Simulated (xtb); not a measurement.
C$_{5}$H$_{13}$AlO, singlet, from a rough starting geometry (GFN-xTB shapes and energies of metal compounds can be far from the true ones); GFN2-xTB run with xtb.

xtb was given this input:
```
$ xtb mol.xyz --gfn 2 --opt vtight --json

# file mol.xyz
20

Al     0.00315974     0.50895736     1.33483713
C     -0.80470784    -0.60633278     2.84384974
H     -1.00790231    -1.59706450     2.49180763
H     -1.74060713    -0.17823169     3.20564913
H     -0.13003331    -0.68371244     3.68211593
C      0.26275344     2.45005305     1.54014650
H      1.21326014     2.78391958     0.98526919
H      0.37895175     2.78601571     2.60842944
H     -0.58416444     3.00014845     1.18832732
O      0.34936779    -0.22654410    -0.08577020
C      0.61507974    -0.76128541    -1.29142920
C      0.59754766     0.29410808    -2.49380710
C     -0.42545450    -1.87116015    -1.66653029
H      1.55178821    -1.21985129    -1.24305177
H     -0.44248989     0.77843903    -2.45841850
H      0.82372444    -0.09546562    -3.36515961
H      1.25998476     1.11338678    -2.18909554
H     -0.35390283    -2.58348286    -0.80078910
H     -1.40785777    -1.46868261    -1.65197581
H     -0.16186702    -2.41416588    -2.59369391
```

Predict the main parts of the log of this xtb run.


```
   ID    Z sym.   atoms
    1   13 Al     1
    2    6 C      2, 6, 11-13
    3    1 H      3-5, 7-9, 14-20
    4    8 O      10

           -------------------------------------------------
          |                Calculation Setup                |
           -------------------------------------------------

           -------------------------------------------------
          |                 G F N 2 - x T B                 |
           -------------------------------------------------

          ...................................................
          :                      SETUP                      :
          :.................................................:
          :  # basis functions                  47          :
          :  # atomic orbitals                  46          :
          :  # shells                           28          :
          :  # electrons                        42          :
          :  max. iterations                   250          :
          :  Hamiltonian                  GFN2-xTB          :
          :  restarted?                      false          :
          :  GBSA solvation                  false          :
          :  PC potential                    false          :
          :  electronic temp.          300.0000000     K    :
          :  accuracy                    1.0000000          :
          :  -> integral cutoff          0.2500000E+02      :
          :  -> integral neglect         0.1000000E-07      :
          :  -> SCF convergence          0.1000000E-05 Eh   :
          :  -> wf. convergence          0.1000000E-03 e    :
          :  Broyden damping             0.4000000          :
          :  net charge                          0          :
          :  unpaired electrons                  0          :
          ...................................................

 iter      E             dE          RMSdq      gap      omega  full diag
   1    -22.7361281 -0.227361E+02  0.102E+01    4.32       0.0  T
   2    -22.7844052 -0.482771E-01  0.562E+00    4.16       1.0  T
   3    -22.7839673  0.437934E-03  0.112E+00    3.78       1.0  T
   4    -22.7918984 -0.793104E-02  0.420E-01    4.07       1.0  T
   5    -22.7924763 -0.577948E-03  0.315E-01    4.06       1.0  T
   6    -22.7925838 -0.107504E-03  0.158E-01    4.06       1.0  T
   7    -22.7925996 -0.157988E-04  0.537E-02    4.07       1.0  T
   8    -22.7925995  0.690808E-07  0.402E-02    4.06       1.0  T
   9    -22.7926025 -0.299652E-05  0.905E-03    4.07       2.5  T
  10    -22.7926027 -0.156514E-06  0.799E-03    4.07       2.8  T
  11    -22.7926030 -0.314886E-06  0.267E-03    4.07       8.4  T
  12    -22.7926030 -0.223811E-08  0.991E-04    4.07      22.6  T
  13    -22.7926030 -0.195894E-08  0.271E-04    4.07      82.5  T

   *** convergence criteria satisfied after 13 iterations ***

         :::::::::::::::::::::::::::::::::::::::::::::::::::::
         ::                     SUMMARY                     ::
         :::::::::::::::::::::::::::::::::::::::::::::::::::::
         :: total energy             -22.488562221506 Eh    ::
         :: gradient norm              0.198325269926 Eh/a0 ::
         :: HOMO-LUMO gap              4.069369989099 eV    ::
         ::.................................................::
         :: SCC energy               -22.792541435893 Eh    ::
         :: -> isotropic ES            0.049208169758 Eh    ::
         :: -> anisotropic ES          0.008362872640 Eh    ::
         :: -> anisotropic XC          0.003997743105 Eh    ::
         :: -> dispersion             -0.010558182727 Eh    ::
         :: repulsion energy           0.303979214387 Eh    ::
         :: add. restraining           0.000000000000 Eh    ::
         :: total charge               0.000000000000 e     ::
         :::::::::::::::::::::::::::::::::::::::::::::::::::::

      -----------------------------------------------------------
[...]
 * total energy  :   -22.5142851 Eh     change       -0.1465418E-05 Eh
 * total energy  :   -22.5142862 Eh     change       -0.1035775E-05 Eh
 * total energy  :   -22.5142876 Eh     change       -0.1430866E-05 Eh
 * total energy  :   -22.5142886 Eh     change       -0.1044415E-05 Eh
 * total energy  :   -22.5142898 Eh     change       -0.1189843E-05 Eh
 * total energy  :   -22.5142914 Eh     change       -0.1583183E-05 Eh
 * total energy  :   -22.5142927 Eh     change       -0.1300493E-05 Eh
 * total energy  :   -22.5142937 Eh     change       -0.9513986E-06 Eh
 * total energy  :   -22.5142945 Eh     change       -0.8556252E-06 Eh
 * total energy  :   -22.5142954 Eh     change       -0.8475549E-06 Eh
 * total energy  :   -22.5142959 Eh     change       -0.5390877E-06 Eh
 * total energy  :   -22.5142960 Eh     change       -0.8266661E-07 Eh
   *** GEOMETRY OPTIMIZATION CONVERGED AFTER 58 ITERATIONS ***
         :: total energy             -22.514295993343 Eh    ::
[...]

     #   Z          covCN         q      C6AA      α(0)
     1  13 Al       2.416     0.299   100.489    20.845
     2   6 C        3.608    -0.206    25.197     7.252
     3   1 H        0.924     0.051     2.307     2.375
     4   1 H        0.924     0.040     2.452     2.449
     5   1 H        0.924     0.051     2.314     2.379
     6   6 C        3.608    -0.206    25.197     7.252
     7   1 H        0.924     0.051     2.313     2.378
     8   1 H        0.924     0.040     2.453     2.449
     9   1 H        0.924     0.051     2.310     2.377
    10   8 O        1.588    -0.349    19.919     6.023
    11   6 C        3.734     0.129    18.571     6.151
    12   6 C        3.753    -0.117    22.804     6.810
    13   6 C        3.753    -0.117    22.802     6.809
    14   1 H        0.923     0.021     2.721     2.580
    15   1 H        0.925     0.046     2.375     2.410
    16   1 H        0.925     0.038     2.481     2.463
    17   1 H        0.925     0.049     2.335     2.390
    18   1 H        0.925     0.049     2.335     2.390
    19   1 H        0.925     0.045     2.380     2.412
    20   1 H        0.925     0.038     2.480     2.463

 Mol. C6AA /au·bohr⁶  :       3354.811048
 Mol. C8AA /au·bohr⁸  :      97296.058147
 Mol. α(0) /au        :         92.654529

Wiberg/Mayer (AO) data.
largest (>0.10) Wiberg bond orders for each atom

 ---------------------------------------------------------------------------
     #   Z sym  total        # sym  WBO       # sym  WBO       # sym  WBO
 ---------------------------------------------------------------------------
     1  13 Al   3.744 --    10 O    1.320     2 C    1.002     6 C    1.002
     2   6 C    3.932 --     1 Al   1.002     4 H    0.946     5 H    0.929
                             3 H    0.929
     3   1 H    0.997 --     2 C    0.929
     4   1 H    0.997 --     2 C    0.946
     5   1 H    0.997 --     2 C    0.929
     6   6 C    3.932 --     1 Al   1.002     8 H    0.946     9 H    0.929
                             7 H    0.929
     7   1 H    0.997 --     6 C    0.929
     8   1 H    0.997 --     6 C    0.946
     9   1 H    0.997 --     6 C    0.929
    10   8 O    2.392 --     1 Al   1.320    11 C    0.963
    11   6 C    3.955 --    12 C    0.999    13 C    0.999    10 O    0.963
                            14 H    0.961
    12   6 C    3.995 --    11 C    0.999    16 H    0.986    15 H    0.985
                            17 H    0.984
    13   6 C    3.995 --    11 C    0.999    20 H    0.986    19 H    0.985
                            18 H    0.984
    14   1 H    1.000 --    11 C    0.961
    15   1 H    0.998 --    12 C    0.985
    16   1 H    0.998 --    12 C    0.986
    17   1 H    0.998 --    12 C    0.984
    18   1 H    0.998 --    13 C    0.984
    19   1 H    0.998 --    13 C    0.985
    20   1 H    0.998 --    13 C    0.986
 ---------------------------------------------------------------------------

Topologies differ in total number of bonds
Writing topology from bond orders to xtbtopo.mol

molecular dipole:
                 x           y           z       tot (Debye)
 q only:       -0.070      -0.051      -0.191
   full:       -0.074      -0.011      -0.092       0.303
molecular quadrupole (traceless):
                xx          xy          yy          xz          yz          zz
 q only:       -1.015       0.035      -0.289      -0.301       0.859       1.304
  q+dip:       -2.032       0.408       0.942      -1.167       0.424       1.090
   full:        0.467      -0.616      -1.342       0.290       1.047       0.875

optimized geometry written to: xtbopt.xyz

           -------------------------------------------------
          | TOTAL ENERGY              -22.514295993343 Eh   |
          | GRADIENT NORM               0.000072637481 Eh/α |
          | HOMO-LUMO GAP               4.170613040032 eV   |
           -------------------------------------------------

normal termination of xtb
```
